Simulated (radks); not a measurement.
Coulomb parameter of the 5d shell of neutral rhenium in the model configuration [Xe] 4f14 5d5.5 6s1.5, as a second difference U = [E(n + 0.25) + E(n - 0.25) - 2 E(n)] / (0.25)^2 with all orbitals relaxed. "Bare": the charge of the atom changes with n. "Screened": the 6s shell takes up the change at fixed total charge, which measures U(5d,5d) + U(6s,6s) - 2 U(5d,6s). Calculated with a radial shooting solver on a logarithmic mesh with Libxc functionals: scalar-relativistic Kohn-Sham, PBE, spin-unpolarised, spherical densities, point nucleus.

case,configuration,E - E(n) (eV)
start,[Xe] 4f14 5d5.5 6s1.5,0.000
bare +0.25,[Xe] 4f14 5d5.75 6s1.5,-0.914
bare -0.25,[Xe] 4f14 5d5.25 6s1.5,1.426
screened +0.25,[Xe] 4f14 5d5.75 6s1.25,0.259
screened -0.25,[Xe] 4f14 5d5.25 6s1.75,-0.215

U(bare) = 8.195 eV, U(screened by 6s) = 0.717 eV, against the Slater integral F0(5d,5d) = 12.615 eV with frozen orbitals. The step up makes a negative ion, whose loosely bound charge lowers the bare value.
